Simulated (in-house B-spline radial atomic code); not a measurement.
As⁵⁺. Computed with a B-spline radial atomic code. Model: all-electron spherical atom, spin shells full or empty, radial basis limit, no spin-orbit coupling, Breit or QED, empty-state partial waves extrapolated as (l+1/2)^-4, RPA, G0W0 and static COHSEX of the highest shell as one setting changes (uncorrelated shells keep exact exchange).

Given: element As; charge 5; filled core Ar; hamiltonian one-electron scalar X2C; mean-field start PBE0; highest l of empty states 9; nuclear rms radius 4.0968 fm; highest mean-field shell 3d.

Shell: 3d 5 5 (electrons up and down).

```
lowest nl shells left uncorrelated  RPA correlation energy (hartree)  G0W0 level (eV)  G0W0 minus most complete (meV)  COHSEX level (eV)  linearised minus solved G0W0 (meV)
                                 0                           -2.0994          -121.72                               0            -126.45                               -25.8
                                 1                           -1.9477          -121.72                             0.6            -126.45                               -25.8
                                 2                                 ?                ?                               ?                  ?                                   ?
                                 3                                 ?                ?                               ?                  ?                                   ?
                                 4                           -1.0961          -121.66                            60.7            -126.33                               -26.1
                                 5                          -0.59107          -122.36                          -639.5            -126.54                               -32.8
```

What follows for lowest nl shells left uncorrelated = 2?

RPA correlation energy -1.7703 hartree; G0W0 level -121.69 eV; G0W0 minus most complete 28.8 meV; COHSEX level -126.43 eV; linearised minus solved G0W0 -25.7 meV.

What follows for lowest nl shells left uncorrelated = 3?

RPA correlation energy -1.2805 hartree; G0W0 level -121.61 eV; G0W0 minus most complete 111.1 meV; COHSEX level -126.42 eV; linearised minus solved G0W0 -25.3 meV.
